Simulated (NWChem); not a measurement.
System meant: CH3BiCl2O; SMILES C[O][Bi]([Cl])[Cl]

Input file for NWChem:

```
start job
memory heap 200 mb stack 900 mb global 1100 mb
geometry units angstroms noautoz
  Bi    -0.370315    -0.005428     0.398964
  Cl    -0.356794    -1.884252    -1.244605
  Cl    -0.418470     1.876248    -1.240729
  O      1.683273     0.028168     0.834689
  C      2.648627     0.046895    -0.204229
  H      2.550574     0.946565    -0.854230
  H      3.652484     0.066548     0.271518
  H      2.585643    -0.856107    -0.853909
end
basis spherical
  * library def2-svp
end
dft
  xc b3lyp
  iterations 150
  mulliken
end
task dft energy
```

End of the output:

```
          Convergence Information
          -----------------------
          Convergence aids based upon iterative change in
          total energy or number of iterations.
          Levelshifting, if invoked, occurs when the
          HOMO/LUMO gap drops below (HL_TOL):  1.00D-02
          DIIS, if invoked, will attempt to extrapolate
          using up to (NFOCK): 10 stored Fock matrices.

                    Damping( 0%)  Levelshifting(0.5)       DIIS
                  --------------- ------------------- ---------------
          dE  on:    start            ASAP                start
          dE off:    2 iters        150 iters           150 iters

      Screening Tolerance Information
      -------------------------------
          Density screening/tol_rho:  1.00D-10
          AO Gaussian exp screening on grid/accAOfunc:  14
          CD Gaussian exp screening on grid/accCDfunc:  20
          XC Gaussian exp screening on grid/accXCfunc:  20
          Schwarz screening/accCoul:  1.00D-08

      Superposition of Atomic Density Guess
      -------------------------------------

      charge =      83.0 Bi (Bismuth)

      symmetry species            s     p     d     f
      number of basis functions =10     7     6     0
      number of cont. functions = 4     4     2     0
      number of closed shells   = 6     4     3     1
      number of open shells     = 0     1     0     0
      open shell occupation     = 0     3     0     0
 ------------------------------------------------------------------------
 atomscf:atomd: error in atom scf                   0
 ------------------------------------------------------------------------
 ------------------------------------------------------------------------
  current input line :
    21: task dft energy
 ------------------------------------------------------------------------
 ------------------------------------------------------------------------
 This error has not yet been assigned to a category
 ------------------------------------------------------------------------
 For more information see the NWChem manual at https://nwchemgit.github.io

0:atomscf:atomd: error in atom scf:Received an Error in Communication
```

Q: Can this run be used? If not, why, and what is the fix?

A: The run crashed. Cause: the def2 basis of a heavy element holds valence functions alone and wants its effective core potential (without it all electrons must fit into that basis). This input runs:
```
start job
memory heap 200 mb stack 900 mb global 1100 mb
geometry units angstroms noautoz
  Bi    -0.370315    -0.005428     0.398964
  Cl    -0.356794    -1.884252    -1.244605
  Cl    -0.418470     1.876248    -1.240729
  O      1.683273     0.028168     0.834689
  C      2.648627     0.046895    -0.204229
  H      2.550574     0.946565    -0.854230
  H      3.652484     0.066548     0.271518
  H      2.585643    -0.856107    -0.853909
end
basis spherical
  Bi library def2-svp
  Cl library def2-svp
  O library def2-svp
  C library def2-svp
  H library def2-svp
end
ecp
  Bi library def2-ecp
end
dft
  xc b3lyp
  iterations 150
  mulliken
end
task dft energy
```
It converges to -1249.97016 Ha (B3LYP/def2-SVP with def2 effective core potentials on Bi).
